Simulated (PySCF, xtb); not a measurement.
C₃H₉GeN, SMILES C=[CH][GeH2][NH]C. Other conformers were not sampled.

Harmonic wavenumbers (cm⁻¹) from GFN2-xTB run with xtb at its own minimum, in rising order: 27, 75, 105, 167, 249, 255, 428, 491, 501, 571, 611, 625, 706, 841, 916, 995, 1025, 1051, 1095, 1117, 1255, 1329, 1405, 1421, 1489, 1501, 1660, 1817, 1971, 2892, 2970, 3003, 3014, 3064, 3093, 3397.

What does PBE0-D3(BJ)/def2-SVP (PySCF) give at its own minimum? (An estimate is asked for; the answer gives what the named calculation found.)

48, 59, 128, 163, 258, 265, 477, 485, 553, 620, 661, 693, 793, 897, 991, 1007, 1038, 1090, 1140, 1163, 1270, 1384, 1417, 1444, 1469, 1491, 1690, 2084, 2145, 2976, 3073, 3119, 3137, 3164, 3234, 3613. Paired by order, the mean absolute difference is 62 cm⁻¹ and the zero-point energies are 67.4 and 70.4 kcal/mol.
